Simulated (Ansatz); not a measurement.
Born–Oppenheimer molecular dynamics of FH5OSi2 (9 atoms, charge 0, multiplicity 1). It starts from a relaxed structure.

Method: RKS B3LYP-D4/def2-SVP (Ansatz 0.2.0).

* ensemble: NVT, Nosé–Hoover chain
* time step: 0.5 fs
* steps asked: 300
* set temperature: 300 K
* thermostat: time constant 100 fs, chain length 1
* seed: 342777

Frames 1 fs apart, positions in Å, forces in eV/Å.

Velocities at 110.0 fs (Å/ps):

```
Si -1.21 -2.63 2.43
Si 0.57 1.82 -0.07
H -0.12 1.15 -4.87
H 6.80 4.13 4.23
H 0.51 7.78 -22.25
H -8.27 -3.10 23.44
O 1.02 2.42 2.04
H 9.24 -35.75 -0.61
F -0.34 0.53 -5.21
```

```xyz
9
Properties=species:S:1:pos:R:3:forces:R:3 time_fs=110.0 energy_less_start_eV=0.163 T=222
Si -0.011 0.014 -0.083 1.57 -0.61 -0.46
Si 0.013 -0.018 2.320 -0.57 0.44 -0.73
H -1.372 -0.195 2.847 0.02 0.02 0.06
H 0.885 -1.060 2.865 0.29 -0.41 0.05
H 0.544 1.308 2.724 0.02 0.16 0.14
H 1.438 0.118 -0.641 -0.91 0.26 0.48
O -0.880 1.210 -0.844 -0.49 -0.33 0.17
H -1.848 1.113 -0.896 0.42 0.11 0.09
F -0.443 -1.484 -0.609 -0.34 0.36 0.20
9
Properties=species:S:1:pos:R:3:forces:R:3 time_fs=111.0 energy_less_start_eV=0.146 T=242
Si -0.012 0.011 -0.081 1.42 -0.57 -0.36
Si 0.014 -0.016 2.320 -0.51 0.36 -0.72
H -1.372 -0.194 2.842 0.02 0.02 0.09
H 0.893 -1.058 2.870 0.22 -0.31 0.02
H 0.544 1.316 2.702 0.01 0.14 0.17
H 1.425 0.117 -0.615 -0.69 0.28 0.36
O -0.879 1.212 -0.842 -0.22 -0.41 0.23
H -1.837 1.078 -0.896 0.11 0.15 0.04
F -0.443 -1.483 -0.614 -0.36 0.34 0.18
9
Properties=species:S:1:pos:R:3:forces:R:3 time_fs=112.0 energy_less_start_eV=0.135 T=257
Si -0.013 0.009 -0.079 1.14 -0.52 -0.21
Si 0.014 -0.014 2.319 -0.41 0.26 -0.68
H -1.372 -0.193 2.838 0.01 0.03 0.12
H 0.903 -1.058 2.875 0.11 -0.17 -0.04
H 0.545 1.326 2.682 0.00 0.10 0.18
H 1.406 0.117 -0.586 -0.33 0.29 0.20
O -0.878 1.214 -0.840 0.06 -0.47 0.28
H -1.825 1.044 -0.896 -0.22 0.17 -0.02
F -0.444 -1.482 -0.619 -0.37 0.32 0.16
9
Properties=species:S:1:pos:R:3:forces:R:3 time_fs=113.0 energy_less_start_eV=0.138 T=255
Si -0.013 0.005 -0.076 0.74 -0.47 -0.03
Si 0.014 -0.012 2.318 -0.28 0.16 -0.62
H -1.372 -0.191 2.836 0.01 0.03 0.15
H 0.915 -1.061 2.879 -0.02 -0.01 -0.10
H 0.546 1.337 2.663 -0.03 0.03 0.19
H 1.384 0.121 -0.555 0.14 0.31 0.00
O -0.878 1.216 -0.838 0.19 -0.55 0.33
H -1.815 1.011 -0.896 -0.39 0.20 -0.06
F -0.445 -1.482 -0.624 -0.37 0.29 0.14
9
Properties=species:S:1:pos:R:3:forces:R:3 time_fs=114.0 energy_less_start_eV=0.160 T=235
Si -0.013 0.002 -0.074 0.29 -0.41 0.17
Si 0.015 -0.009 2.318 -0.16 0.08 -0.54
H -1.371 -0.189 2.835 0.02 0.03 0.18
H 0.926 -1.063 2.882 -0.14 0.14 -0.16
H 0.546 1.348 2.647 -0.05 -0.05 0.19
H 1.363 0.128 -0.524 0.66 0.33 -0.21
O -0.877 1.218 -0.835 0.09 -0.66 0.36
H -1.809 0.980 -0.897 -0.33 0.27 -0.09
F -0.446 -1.480 -0.629 -0.36 0.26 0.12
9
Properties=species:S:1:pos:R:3:forces:R:3 time_fs=115.0 energy_less_start_eV=0.191 T=203
Si -0.012 -0.001 -0.072 -0.11 -0.34 0.33
Si 0.015 -0.007 2.317 -0.08 0.03 -0.47
H -1.371 -0.186 2.835 0.03 0.04 0.19
H 0.936 -1.064 2.884 -0.24 0.25 -0.21
H 0.546 1.359 2.631 -0.08 -0.13 0.18
H 1.348 0.138 -0.494 1.09 0.35 -0.38
O -0.876 1.219 -0.832 -0.16 -0.81 0.36
H -1.805 0.952 -0.898 -0.11 0.38 -0.10
F -0.447 -1.479 -0.634 -0.35 0.23 0.09
9
Properties=species:S:1:pos:R:3:forces:R:3 time_fs=116.0 energy_less_start_eV=0.215 T=178
Si -0.012 -0.005 -0.070 -0.31 -0.24 0.41
Si 0.015 -0.005 2.315 -0.03 0.01 -0.42
H -1.370 -0.184 2.838 0.04 0.04 0.20
H 0.944 -1.063 2.884 -0.29 0.33 -0.23
H 0.546 1.369 2.618 -0.09 -0.20 0.18
H 1.344 0.151 -0.468 1.30 0.33 -0.47
O -0.875 1.219 -0.829 -0.43 -0.97 0.36
H -1.803 0.927 -0.901 0.13 0.50 -0.10
F -0.448 -1.478 -0.639 -0.32 0.21 0.07
9
Properties=species:S:1:pos:R:3:forces:R:3 time_fs=117.0 energy_less_start_eV=0.218 T=176
Si -0.012 -0.009 -0.067 -0.22 -0.11 0.40
Si 0.014 -0.003 2.314 -0.04 0.01 -0.38
H -1.369 -0.180 2.842 0.06 0.04 0.20
H 0.949 -1.059 2.882 -0.31 0.34 -0.23
H 0.544 1.377 2.606 -0.10 -0.24 0.17
H 1.351 0.167 -0.446 1.20 0.28 -0.46
O -0.874 1.219 -0.826 -0.57 -1.10 0.35
H -1.799 0.907 -0.904 0.27 0.59 -0.10
F -0.450 -1.476 -0.644 -0.29 0.18 0.04
9
Properties=species:S:1:pos:R:3:forces:R:3 time_fs=118.0 energy_less_start_eV=0.203 T=195
Si -0.012 -0.013 -0.064 0.12 0.07 0.31
Si 0.014 0.000 2.312 -0.10 0.04 -0.36
H -1.367 -0.177 2.849 0.07 0.04 0.20
H 0.951 -1.051 2.877 -0.27 0.31 -0.20
H 0.541 1.382 2.596 -0.10 -0.25 0.17
H 1.371 0.186 -0.428 0.83 0.19 -0.39
O -0.874 1.219 -0.822 -0.53 -1.15 0.36
H -1.793 0.893 -0.908 0.22 0.61 -0.11
F -0.451 -1.475 -0.649 -0.25 0.15 0.02
9
Properties=species:S:1:pos:R:3:forces:R:3 time_fs=119.0 energy_less_start_eV=0.185 T=217
Si -0.012 -0.016 -0.062 0.59 0.28 0.19
Si 0.014 0.002 2.311 -0.21 0.08 -0.36
H -1.364 -0.173 2.857 0.09 0.03 0.18
H 0.950 -1.040 2.870 -0.19 0.22 -0.15
H 0.538 1.386 2.587 -0.08 -0.22 0.17
H 1.398 0.208 -0.415 0.31 0.06 -0.28
O -0.874 1.217 -0.818 -0.31 -1.13 0.38
H -1.785 0.884 -0.914 0.01 0.55 -0.14
F -0.453 -1.473 -0.654 -0.21 0.13 0.00
9
Properties=species:S:1:pos:R:3:forces:R:3 time_fs=120.0 energy_less_start_eV=0.179 T=225
Si -0.011 -0.020 -0.059 1.04 0.48 0.06
Si 0.014 0.004 2.309 -0.35 0.14 -0.37
H -1.361 -0.169 2.867 0.10 0.03 0.16
H 0.948 -1.028 2.863 -0.08 0.10 -0.08
H 0.533 1.387 2.580 -0.05 -0.17 0.16
H 1.428 0.229 -0.403 -0.21 -0.07 -0.17
O -0.874 1.215 -0.814 0.00 -1.05 0.42
H -1.776 0.880 -0.921 -0.28 0.45 -0.17
F -0.455 -1.471 -0.659 -0.17 0.10 -0.01
9
Properties=species:S:1:pos:R:3:forces:R:3 time_fs=121.0 energy_less_start_eV=0.188 T=217
Si -0.011 -0.024 -0.056 1.38 0.67 -0.05
Si 0.014 0.007 2.307 -0.51 0.19 -0.39
H -1.357 -0.164 2.879 0.10 0.02 0.13
H 0.945 -1.014 2.854 0.05 -0.05 0.01
H 0.529 1.387 2.575 -0.02 -0.09 0.16
H 1.457 0.251 -0.393 -0.63 -0.20 -0.09
O -0.875 1.213 -0.810 0.26 -0.96 0.44
H -1.771 0.881 -0.929 -0.51 0.35 -0.20
F -0.457 -1.469 -0.664 -0.13 0.08 -0.02
```

Of the whole run (150 fs, mean temperature of the second half 207 K): The conserved energy stayed within 0.12 meV per atom of its start (net change 0.024 meV per atom), so the integration is sound. The mean temperature of the second half is 31 % below the set value. A run of 0.15 ps of so small a system gives no equilibrium averages.

Run time: 8 min on 2 threads of AMD EPYC 7R43 64-Core Processor (Zen 3) (shared host), peak memory 0.18 GiB.
